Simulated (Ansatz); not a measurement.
Molecule: 1,1-difluoroethane, C2H4F2 (charge 0, singlet). SMILES: FC(C)F
Geometry from a B3LYP-D3(BJ)/def2-TZVP (Ansatz, a program for electronic structure) optimisation:
```xyz
8

C     -1.3731    -0.0681     0.0292
C      0.0961    -0.0798     0.3399
F      0.7432    -0.9902    -0.4560
F      0.6484     1.1468     0.0727
H     -1.8004    -1.0511     0.2265
H     -1.5204     0.1851    -1.0206
H     -1.8768     0.6705     0.6524
H      0.3352    -0.3259     1.3772
```

Parts of the frozen-core correlation energy in 6-31G* (Ansatz, hartree). Frozen orbitals: 4; correlated occupied orbitals by spin: 13 and 13; virtual: 51 and 51. No spin-orbit coupling. Non-relativistic.

```json
[
 {"term": "reference (HF)", "value": "-276.94292"},
 {"term": "MP2 opposite-spin", "value": "-0.44290"},
 {"term": "MP2 same-spin", "value": "___"},
 {"term": "CCSD correlation", "value": "___"},
 {"term": "(T)", "value": "___"},
 {"term": "T1 diagnostic", "value": "0.011"},
 {"term": "largest doubles amplitude", "value": "0.034"}
]
```

Problem. Some entries are withheld; supply them.

Solution. 
- MP2 same-spin, value: -0.15747
- CCSD correlation, value: -0.62663
- (T), value: -0.01445
